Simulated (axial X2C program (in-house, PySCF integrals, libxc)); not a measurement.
## Nuclear properties of SeCl⁻

Calculated with an in-house all-electron X2C program for linear molecules (integrals from PySCF): two-component X2C with atomic mean-field Coulomb and Gaunt terms, Gaussian nuclei, basis Se dyall-acv3z, Cl dyall-av3z with contracted cores.

R = 2.258 Å (near the PBE0 minimum at charge -1 of the determinant lowest at the starting distance; the state shown can have its own minimum elsewhere).

Input and command:
```json
{"zs": [34, 17], "q": -1, "bas": ["dyall-acv3z", "dyall-av3z"], "r0": 2.15, "levels": ["PBE0", "HF", "PBE50", "TPSSh", "r2SCAN"], "nst": 3}
```
```bash
python soeom.py task.json out
```

Keys: zs atomic numbers; q charge; bas basis sets; r0 starting distance in Å; levels methods; nst determinants followed.

Determinant lowest in the PBE0 search, Ω = 0 (closed shell), highest spinor 81% Se p, 9% Cl p, 6% Cl d:

```csv
level,qzz Se (a.u.),qzz Cl (a.u.)
PBE0,10.64,3.28
HF,11.50,3.04
PBE50,11.02,3.23
TPSSh,10.58,3.28
r2SCAN,10.54,3.32
```

Determinant 1.45 eV from it at PBE0 and this distance, Ω = 2 (⟨Sz⟩ = 1.00, ⟨Lz⟩ = 1.00 at PBE0), spin on the atoms Se 0.85, Cl 0.15:

```tsv
level	Eeff magnitude (GV/cm)	Ws magnitude Se (kHz)	A∥/gI Se (MHz)	qzz Se (a.u.)	A∥/gI Cl (MHz)	qzz Cl (a.u.)
PBE0	3.01	0.736	563	2.13	192	1.43
HF	3.95	0.957	608	2.18	199	1.34
PBE50	3.35	0.819	591	1.98	195	1.41
TPSSh	2.86	0.701	554	2.21	196	1.38
r2SCAN	3.15	0.77	588	2.24	207	1.34
```

Eeff is the effective electric field on the electron electric dipole moment in this Ω state and Ws the scalar–pseudoscalar constant of the nucleus named (defined with the proton number Z and per Ω); A∥ (defined per Ω) follows by multiplying with gI = μI/(I μN); qzz is the electric field gradient, eQq0 = 234.96 MHz × Q/barn × qzz. The operators were transformed with the bare-nucleus X2C matrices; with these basis sets, hyperfine constants and field gradients can be off by tens of per cent, and where levels differ in sign neither size nor sign is settled.

Task: With Q(35Cl) = -0.08112 barn (Q from Pyykkö, Mol. Phys. 2018), turn the PBE0 values of the first state into constants in MHz.

Result: eQq0(35Cl) = 234.96 × (-0.08112) × (3.28) = -62.5 MHz.

Each state is one determinant with collinear spin, which with several unpaired electrons need not be a pure state. Unrestricted Hartree–Fock can overshoot spin polarisation at the nuclei. For an anion, determinants above electron detachment, or with a positive highest level, are held by the basis set. With several open shells hyperfine constants can be off by a factor of several. Open-shell Ω = 0 determinants with evenly filled partner blocks cannot be reached by this program, so the Ω shown need not be the lowest component. The search compared states at one distance, so a state with another bond length can lie lower. Further determinants of the search, some of them spin-mixed, are not shown. PBE0 term energies can be off by some tenths of an eV.
